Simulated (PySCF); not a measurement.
The vertical singlet excitations below were computed for one of the candidates. Computed with TDDFT CAM-B3LYP/def2-SVPD, vertical, gas phase, core orbitals frozen in the response in PySCF. Geometries: GFN2-xTB, one conformer each.

```json
{"state": "S1", "E (eV)": "6.09", "f": "0.0038"}
{"state": "S2", "E (eV)": "6.51", "f": "0.0042"}
{"state": "S3", "E (eV)": "6.76", "f": "0.020"}
{"state": "S4", "E (eV)": "6.80", "f": "0.0078"}
{"state": "S5", "E (eV)": "7.01", "f": "0.0048"}
{"state": "S6", "E (eV)": "7.05", "f": "0.014"}
{"state": "S7", "E (eV)": "7.07", "f": "0.093"}
{"state": "S8", "E (eV)": "7.14", "f": "0.277"}
```

Triplets computed (Tamm–Dancoff): 5.74, 5.79, 5.91 eV.

**Question.** Which structure fits?
A. `C[C@@H]1[SiH2]C[Si@H]1P`
B. `Cc1cpcs1`
C. `c1cscp1`

**Answer.** A. Its S1, at 6.09 eV, is the highest among the candidates; the nearest of the others has S1 at 5.07 eV. S1 is HOMO→LUMO (79%), HOMO-1→LUMO (10%). Löwdin shares by element: HOMO phosphorus 34%, silicon 24%, carbon 17% or more (atoms not listed hold the other 25%); LUMO silicon 32%, carbon 20% or more (atoms not listed hold the other 48%). At the same level the other candidates give, for their lowest levels:
- `Cc1cpcs1`: 4.88 eV (f 0.090); 5.27 eV (f 0.052); 5.34 eV (f 0.008); 5.64 eV (f 0.000); 6.35 eV (f 0.236); T1 2.96 eV; HOMO -7.87, LUMO -0.25 eV
- `c1cscp1`: 5.07 eV (f 0.117); 5.38 eV (f 0.021); 5.40 eV (f 0.007); 5.90 eV (f 0.001); 6.35 eV (f 0.177); T1 3.11 eV; HOMO -8.14, LUMO -0.31 eV

The values belong to the conformer `[CH3:1][C@@H:2]1[SiH2:3][CH2:4][Si@H:5]1[PH2:6]`: H–P6–Si5–C4 180°, H–P6–Si5–C4 -87°.
